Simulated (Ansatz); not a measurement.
Geometry optimisation of `NC(O)[SiH2]S`.

```yaml
crystal:
  periodic: [false, false, false]
  atoms:
    - {symbol: N, position_ang: [-1.178141, -0.031457, 1.060853]}
    - {symbol: C, position_ang: [0.083909, -0.563667, 0.582171]}
    - {symbol: O, position_ang: [1.160149, 0.161751, 1.173549]}
    - {symbol: Si, position_ang: [0.366940, -0.341358, -1.315827]}
    - {symbol: S, position_ang: [0.178336, 1.798000, -1.582845]}
    - {symbol: H, position_ang: [-1.941431, -0.712924, 0.985666]}
    - {symbol: H, position_ang: [-1.444016, 0.813126, 0.531210]}
    - {symbol: H, position_ang: [0.119077, -1.647007, 0.862337]}
    - {symbol: H, position_ang: [0.841944, 0.372120, 2.077419]}
    - {symbol: H, position_ang: [1.694219, -0.880067, -1.779660]}
    - {symbol: H, position_ang: [-0.733899, -0.988915, -2.110693]}
    - {symbol: H, position_ang: [0.930113, 1.965299, -0.449978]}
basis:
  gaussian: {orbitals: def2-TZVP}
hamiltonian: {xc: pbe0, dispersion: d4}
relax: {f_tol: 0.005, max_steps: 150}
```

```sh
$ ansatz run in.yaml --threads 4 --pin off --events-out ev --progress --plain --max-ram 10444MiB
```

It prints (some lines left out):

```
Functional definition: PBE0
mean field -23391.85423875 eV, -859.6347877057 hartree, gradient 3.3e-5 eV, S^2 0.000000; 0 other end points of the search recorded, 0 dependent functions left out
relax step   1: F+E_penalty+E_count = -23392.10317860 eV  Δ(F+E_penalty+E_count) = +0.000e0 eV  max|allowed force component| = 6.692e-1 eV/Å  Δτ_max = 0.0000 Å  (29 SCF iters, accepted)
mean field -23391.90935855 eV, -859.6368133212 hartree, gradient 9.8e-6 eV, S^2 0.000000; 0 other end points of the search recorded, 0 dependent functions left out
relax step   2: F+E_penalty+E_count = -23392.15716340 eV  Δ(F+E_penalty+E_count) = -5.398e-2 eV  max|allowed force component| = 2.747e-1 eV/Å  Δτ_max = 0.1260 Å  (32 SCF iters, accepted)
mean field -23391.92006019 eV, -859.6372065989 hartree, gradient 9.6e-6 eV, S^2 0.000000; 0 other end points of the search recorded, 0 dependent functions left out
relax step   3: F+E_penalty+E_count = -23392.16721193 eV  Δ(F+E_penalty+E_count) = -1.005e-2 eV  max|allowed force component| = 1.139e-1 eV/Å  Δτ_max = 0.0872 Å  (31 SCF iters, accepted)
mean field -23391.92407352 eV, -859.6373540862 hartree, gradient 9.6e-6 eV, S^2 0.000000; 0 other end points of the search recorded, 0 dependent functions left out
relax step   4: F+E_penalty+E_count = -23392.17081730 eV  Δ(F+E_penalty+E_count) = -3.605e-3 eV  max|allowed force component| = 8.841e-2 eV/Å  Δτ_max = 0.0867 Å  (32 SCF iters, accepted)
mean field -23391.92612472 eV, -859.6374294665 hartree, gradient 9.4e-6 eV, S^2 0.000000; 0 other end points of the search recorded, 0 dependent functions left out
relax step   5: F+E_penalty+E_count = -23392.17230504 eV  Δ(F+E_penalty+E_count) = -1.488e-3 eV  max|allowed force component| = 1.032e-1 eV/Å  Δτ_max = 0.0583 Å  (31 SCF iters, accepted)
mean field -23391.92740180 eV, -859.6374763984 hartree, gradient 9.5e-6 eV, S^2 0.000000; 0 other end points of the search recorded, 0 dependent functions left out
relax step   6: F+E_penalty+E_count = -23392.17348485 eV  Δ(F+E_penalty+E_count) = -1.180e-3 eV  max|allowed force component| = 4.460e-2 eV/Å  Δτ_max = 0.0146 Å  (33 SCF iters, accepted)
mean field -23391.92847738 eV, -859.6375159252 hartree, gradient 9.5e-6 eV, S^2 0.000000; 0 other end points of the search recorded, 0 dependent functions left out
relax step   7: F+E_penalty+E_count = -23392.17415821 eV  Δ(F+E_penalty+E_count) = -6.734e-4 eV  max|allowed force component| = 2.529e-2 eV/Å  Δτ_max = 0.0373 Å  (32 SCF iters, accepted)
mean field -23391.92870234 eV, -859.6375241924 hartree, gradient 9.6e-6 eV, S^2 0.000000; 0 other end points of the search recorded, 0 dependent functions left out
relax step   8: F+E_penalty+E_count = -23392.17436777 eV  Δ(F+E_penalty+E_count) = -2.096e-4 eV  max|allowed force component| = 1.644e-2 eV/Å  Δτ_max = 0.0152 Å  (32 SCF iters, accepted)
mean field -23391.92870019 eV, -859.6375241134 hartree, gradient 9.6e-6 eV, S^2 0.000000; 0 other end points of the search recorded, 0 dependent functions left out
relax step   9: F+E_penalty+E_count = -23392.17442096 eV  Δ(F+E_penalty+E_count) = -5.319e-5 eV  max|allowed force component| = 1.081e-2 eV/Å  Δτ_max = 0.0064 Å  (33 SCF iters, accepted)
mean field -23391.92872881 eV, -859.6375251650 hartree, gradient 9.6e-6 eV, S^2 0.000000; 0 other end points of the search recorded, 0 dependent functions left out
relax step  10: F+E_penalty+E_count = -23392.17443585 eV  Δ(F+E_penalty+E_count) = -1.488e-5 eV  max|allowed force component| = 7.438e-3 eV/Å  Δτ_max = 0.0037 Å  (33 SCF iters, accepted)
mean field -23391.92868607 eV, -859.6375235945 hartree, gradient 9.6e-6 eV, S^2 0.000000; 0 other end points of the search recorded, 0 dependent functions left out
relax step  11: F+E_penalty+E_count = -23392.17442868 eV  Δ(F+E_penalty+E_count) = +7.164e-6 eV  max|allowed force component| = 1.870e-2 eV/Å  Δτ_max = 0.0031 Å  (33 SCF iters, rejected (line search))
mean field -23391.92871972 eV, -859.6375248310 hartree, gradient 9.6e-6 eV, S^2 0.000000; 0 other end points of the search recorded, 0 dependent functions left out
relax step  12: F+E_penalty+E_count = -23392.17444498 eV  Δ(F+E_penalty+E_count) = -9.134e-6 eV  max|allowed force component| = 1.536e-3 eV/Å  Δτ_max = 0.0015 Å  (34 SCF iters, accepted)
mean field -23391.92871972 eV, -859.6375248310 hartree, gradient 9.6e-6 eV, S^2 0.000000; 1 other end points of the search recorded, 0 dependent functions left out
Total energy: -23392.17447656 eV, -859.6465562281 hartree
Atom 0 at    -1.187266    -0.036553     1.074732 Å, force    -0.000341    -0.000511    -0.001536 eV/Å
Atom 1 at     0.059503    -0.578058     0.590667 Å, force    -0.001061    -0.000628     0.001279 eV/Å
Atom 2 at     1.143769     0.053943     1.245762 Å, force     0.000182     0.000182     0.000733 eV/Å
Atom 3 at     0.374137    -0.303067    -1.268609 Å, force     0.000630     0.001128    -0.000575 eV/Å
Atom 4 at     0.093858     1.779329    -1.667122 Å, force    -0.000536     0.000882    -0.000824 eV/Å
Atom 5 at    -1.947147    -0.698626     1.005389 Å, force     0.000855     0.000257     0.000695 eV/Å
Atom 6 at    -1.443864     0.818377     0.592342 Å, force     0.000198    -0.000586     0.000328 eV/Å
Atom 7 at     0.052029    -1.656293     0.812754 Å, force    -0.000385    -0.000142    -0.000131 eV/Å
Atom 8 at     0.855875     0.195260     2.156026 Å, force     0.000428     0.000450    -0.000016 eV/Å
Atom 9 at     1.722624    -0.772007    -1.677595 Å, force    -0.000035    -0.000439     0.000204 eV/Å
Atom 10 at    -0.669131    -0.998636    -2.066829 Å, force    -0.000062     0.000299    -0.000128 eV/Å
Atom 11 at     1.022813     2.141231    -0.763315 Å, force     0.000127    -0.000891    -0.000028 eV/Å
Dipole moment:    -0.255697    -0.237520     0.194071 e Å
```

It took 41 s on 4 threads of an Arm Neoverse V2 on a shared host, with 0.6 GiB of host memory at the peak.
